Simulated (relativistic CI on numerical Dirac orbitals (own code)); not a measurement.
## Electric-dipole lines of Nb XXVII

Calculated at this level of theory: Dirac-Coulomb-Breit CI, separate exchange-only KLI orbitals for each configuration, model QED, unscaled Slater integrals (own radial code, finite nucleus).

CI space (outside the closed core [Ne]): 3s2.3p3, 3s.3p4, 3s2.3p2.3d, 3p5, 3s.3p3.3d, 3p4.3d, 3s.3p2.3d2, 3s2.3p.3d.4p, 3p4.4s, 3s2.3p2.4s, 3s.3p2.3d.4s, 3p4.4p, 3s2.3p2.4p, 3s2.3p2.4d, 3s.3p3.4s, 3p3.3d.4p, 3s2.3p2.4f, 3s.3p3.4p, 3s.3p3.4d, 3s.3p3.4f, 3s2.3p2.5s, 3s2.3p2.5p, 3s2.3p.4s.4p, 3s2.3p2.5d, 3s2.3p2.5f, 3s2.3p2.5g, 3s.3p2.4s2, 3s.3p3.5s, 3s2.3p.3d2, 3s2.3d3, 3s.3p.3d3, 3s2.3d2.4s, 3s2.3d2.4p, 3s2.3d2.4d, 3p3.3d2, 3p2.3d3, 3p2.3d2.4s, 3p2.3d2.4p, 3p2.3d2.4d, 3s2.3p.3d.4s, 3s.3p.3d2.4s, 3s2.3d.4s2, 3s2.3d.4s.4p, 3s2.3d.4s.4d, 3s.3p2.3d.4p, 3s.3p.3d2.4p, 3s.3p.3d.4s.4p, 3s.3p.3d.4p2, 3s.3p.3d.4p.4d, 3p3.3d.4s, 3p2.3d.4s2, 3p2.3d.4s.4p, 3p2.3d.4s.4d, 3s2.3p.4s2, 3s.3p.3d.4s2, 3s2.4s2.4p, 3s2.4s2.4d, 3s2.3p.4p2, 3s2.3d.4p2, 3s2.4s.4p2, 3s2.4p3, 3s2.4p2.4d, 3s.3p2.4s.4p, 3s.3p.4s2.4p, 3s.3p.4s.4p2, 3s.3p.4s.4p.4d. Double excitations out of closed p, d and f shells are left out; levels of such configurations are missing from the list, as are those of other unlisted configurations, and high levels can miss mixing partners. These lack a partner that the ground configuration has and come out too high: 3s2.3p2.4f, 3s.3p3.4d, 3s.3p3.4f, 3s2.3p2.5s, 3s2.3p2.5p.

```
λ vac (nm)                   Lower                      Upper   A (s⁻¹)        gf  Branching (%)
    8.1380     3s2.3p3 4S°_3/2 [1]     3s2.3p2.3d 2D_5/2 [30]  5.75e+10  3.43e-01           27.0
    8.2814       3s.3p4 4P_5/2 [6]     3s.3p3.3d 4D°_7/2 [84]  9.00e+10  7.40e-01           74.9
    8.3745     3s2.3p3 2P°_1/2 [4]     3s2.3p2.3d 2D_3/2 [40]  7.83e+10  3.29e-01           40.8
    8.3775      3s.3p4 2D_3/2 [10]   3s2.3p.3d2 4F°_3/2 [115]  1.53e+11  6.42e-01           53.6
    8.4701  3s2.3p2.3d 4F_5/2 [12]   3s2.3p.3d2 4F°_5/2 [117]  8.95e+10  5.78e-01           35.0
    8.5208     3s2.3p3 4S°_3/2 [1]     3s2.3p2.3d 4P_1/2 [27]  2.12e+11  4.61e-01           96.2
    8.5428     3s2.3p3 4S°_3/2 [1]     3s2.3p2.3d 4P_3/2 [26]  7.63e+10  3.34e-01           37.7
    8.5848     3s2.3p3 2D°_3/2 [2]     3s2.3p2.3d 2D_5/2 [35]  9.32e+10  6.18e-01           38.6
    8.5993     3s2.3p3 2D°_3/2 [2]     3s2.3p2.3d 2D_3/2 [34]  1.64e+11  7.29e-01           64.2
    8.6078      3s.3p4 2D_5/2 [11]    3s.3p3.3d 2F°_7/2 [110]  1.14e+11  1.01e+00           59.5
    8.6114     3s2.3p3 2D°_5/2 [3]     3s2.3p2.3d 2F_7/2 [36]  2.43e+11  2.16e+00          100.0
    8.6446  3s.3p3.3d 6D°_9/2 [46]    3s.3p2.3d2 6P_7/2 [220]  1.75e+11  1.57e+00           90.0
    8.7233     3s2.3p3 4S°_3/2 [1]     3s2.3p2.3d 4P_5/2 [25]  1.68e+11  1.15e+00           81.0
    8.7423     3s2.3p3 2D°_3/2 [2]     3s2.3p2.3d 2P_1/2 [33]  1.46e+11  3.35e-01           88.0
    8.7661     3s2.3p3 4S°_3/2 [1]         3s.3p4 2P_3/2 [24]  1.66e+11  7.64e-01           66.0
    8.7694     3s2.3p3 2P°_1/2 [4]     3s2.3p2.3d 2P_3/2 [38]  1.42e+11  6.57e-01           71.2
    8.7728       3s.3p4 4P_5/2 [6]     3s.3p3.3d 4D°_7/2 [71]  9.47e+10  8.74e-01           78.0
    8.8838  3s.3p3.3d 6D°_9/2 [46]    3s.3p2.3d2 6D_9/2 [212]  1.63e+11  1.93e+00           89.3
    8.9094     3s2.3p3 2D°_5/2 [3]     3s2.3p2.3d 2D_5/2 [35]  1.40e+11  1.00e+00           57.9
    8.9104      3s.3p4 2D_3/2 [10]    3s.3p3.3d 2F°_5/2 [103]  6.71e+10  4.79e-01           44.8
    8.9251     3s2.3p3 2D°_5/2 [3]     3s2.3p2.3d 2D_3/2 [34]  6.80e+10  3.25e-01           26.6
    8.9407  3s2.3p2.3d 4F_9/2 [20]   3s2.3p.3d2 4F°_9/2 [128]  1.92e+11  2.30e+00           79.8
    8.9455       3s.3p4 4P_5/2 [6]     3s.3p3.3d 4P°_5/2 [68]  1.26e+11  9.09e-01           78.4
    9.0781      3s.3p4 2P_3/2 [24]   3s2.3p.3d2 4D°_3/2 [138]  2.15e+11  1.06e+00           51.2
    9.1306  3s2.3p2.3d 4P_5/2 [25]   3s2.3p.3d2 4D°_7/2 [137]  1.43e+11  1.43e+00           48.7
    9.1659  3s2.3p2.3d 4F_7/2 [16]   3s2.3p.3d2 4D°_7/2 [116]  9.88e+10  9.95e-01           42.4
    9.1737     3s2.3p3 2D°_3/2 [2]     3s2.3p2.3d 2D_5/2 [30]  1.09e+11  8.22e-01           50.9
    9.1763       3s.3p4 4P_3/2 [7]     3s.3p3.3d 2D°_5/2 [76]  7.27e+10  5.50e-01           65.1
    9.2972  3s2.3p2.3d 2D_5/2 [30]   3s2.3p.3d2 2G°_7/2 [145]  1.08e+11  1.12e+00           40.2
    9.3254     3s2.3p3 2P°_3/2 [5]     3s2.3p2.3d 2D_5/2 [41]  2.06e+11  1.61e+00           94.9
    9.4393     3s2.3p3 2P°_3/2 [5]     3s2.3p2.3d 2D_3/2 [40]  1.12e+11  5.97e-01           58.2
    9.4900  3s2.3p2.3d 4F_9/2 [20]  3s2.3p.3d2 4G°_11/2 [118]  5.30e+10  8.59e-01           85.9
    9.5369  3s2.3p2.3d 2D_5/2 [35]   3s2.3p.3d2 2F°_7/2 [151]  1.77e+11  1.93e+00           49.4
    9.5454     3s2.3p3 2D°_5/2 [3]     3s2.3p2.3d 2D_5/2 [30]  4.58e+10  3.75e-01           21.5
    9.6504     3s2.3p3 2P°_3/2 [5]     3s2.3p2.3d 2S_1/2 [39]  2.24e+11  6.24e-01           93.8
    9.6597     3s2.3p3 2P°_1/2 [4]         3s.3p4 2P_1/2 [32]  1.65e+11  4.63e-01           67.6
    9.6913     3s2.3p3 2D°_3/2 [2]     3s2.3p2.3d 4P_3/2 [26]  4.53e+10  2.55e-01           22.4
    9.7117  3s2.3p2.3d 2F_7/2 [36]   3s2.3p.3d2 2G°_9/2 [154]  2.47e+11  3.49e+00           77.7
    9.7228  3s2.3p2.3d 2G_9/2 [31]   3s2.3p.3d2 2G°_9/2 [140]  1.48e+11  2.10e+00           72.7
    9.8335  3s2.3p2.3d 2D_3/2 [34]   3s2.3p.3d2 2F°_5/2 [147]  1.33e+11  1.16e+00           38.2
    10.107     3s2.3p3 2D°_5/2 [3]     3s2.3p2.3d 4P_3/2 [26]  7.73e+10  4.74e-01           38.2
    10.206  3s2.3p2.3d 2D_5/2 [41]   3s2.3p.3d2 2F°_7/2 [164]  2.45e+11  3.07e+00           86.8
    10.421     3s2.3p3 2D°_5/2 [3]         3s.3p4 2P_3/2 [24]  4.53e+10  2.95e-01           18.0
    10.500  3s2.3p2.3d 2G_7/2 [23]   3s2.3p.3d2 2H°_9/2 [114]  5.49e+10  9.08e-01           60.1
    10.973  3s2.3p2.3d 4F_9/2 [20]     3s.3p3.3d 4D°_7/2 [94]  8.33e+10  1.20e+00           53.6
```

Terms are leading LS components. Brackets give the number of a level in order of energy, since labels repeat. The list gives strong lines, with weight on those to low levels, without lines whose two gauges differ by over a factor of 2.5, among the lowest 400 of 7833 levels, so that lines to higher ones, which can be the strongest, are missing. Levels whose partners in the same complex of configurations lie outside the list can be far off, and so can their lines. Rates are taken at the computed energies, electric ones in the length gauge.

At this charge energies of transitions that change n are usually good to better than 1 %, and those within a shell (Δn = 0) to a few per cent.

LS names give the leading component of a level, which can be under half, so a name can repeat, a term be missing and a line seem to break the LS rules.
